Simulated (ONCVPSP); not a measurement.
**What one change does to a pseudopotential (gold, ONCV)**

gold (Au), optimised norm-conserving Vanderbilt (ONCV), made with ONCVPSP 4.0.1 (PBEsol, scalar-relativistic). Core [Xe] 4f14, reference 5d10 6s1. Waves: 6s: rc 2.40 bohr, ncon 4, nbas 8, qcut 2.6 1/bohr, 2 projectors, debl 3.6 Ha; p scattering state at 0.03 Ha: rc 2.20 bohr, ncon 4, nbas 9, qcut 3.7 1/bohr, 2 projectors, debl 2.4 Ha; 5d: rc 2.10 bohr, ncon 3, nbas 8, qcut 7.8 1/bohr, 2 projectors, debl 0.7 Ha; f scattering state at 0.1 Ha: rc 2.10 bohr, ncon 4, nbas 9, qcut 5 1/bohr, local. Local part: the f channel. Core correction: none.

Change: s: qcut 2.3.

Cutoffs: the cutoffs (Ha) at which the residual kinetic energy of the hardest occupied pseudo-wave falls to 1 and 0.1 mHa per electron; they do not see the model core or the augmentation charge, which bear on the density cutoff. Errors are all-electron minus pseudo energies relative to the spin-unpolarised reference configuration.

What does the change do?

The potential gets neither clearly harder nor softer (19 Ha and 27 Ha → 19 Ha and 29 Ha); both files keep a bound ghost (p, s); of the 4 tests that both files solve, the error grows in 2 and shrinks in 1 by more than 15 % and 0.3 meV (median size 17.6 → 19.3 meV).

```csv
quantity,base,changed
"cutoff, loose",19 Ha,19 Ha
"cutoff, tight",27 Ha,29 Ha
loose cutoff by channel,"s 7.7 Ha, d 19 Ha","s 15 Ha, d 19 Ha"
bound ghosts,"s, p","s, p"
GHOST(+) flags under 300 eV,p at 69.9 eV,p at 69.9 eV
"error for 5d10 6s0, meV [ΔE 9.44 eV]",-5.2,-2.7
"error for 5d9 6s0, meV [ΔE 30.68 eV]",-7.3,-13
"error for 5d8 6s0, meV [ΔE 64.59 eV]",-64,-81
"error for 5d9 6s1 6p1, meV [ΔE 7.56 eV]",-28,-26
s: phases at 2.44 bohr within 0.05 rad from the reference energy up to (Ha; the scan ends near 5),n/a,n/a
p: phases at 2.23 bohr within 0.05 rad from the reference energy up to (Ha; the scan ends near 5),2.6,2.6
d: phases at 2.14 bohr within 0.05 rad from the reference energy up to (Ha; the scan ends near 5),to the end of the scan,to the end of the scan
f: phases at 2.14 bohr within 0.05 rad from the reference energy up to (Ha; the scan ends near 5),3.1,3.1
```

 A true bound ghost makes a file unfit for plane-wave use even where its test errors are small: the radial tests pick states by their node count and pass the ghost by.
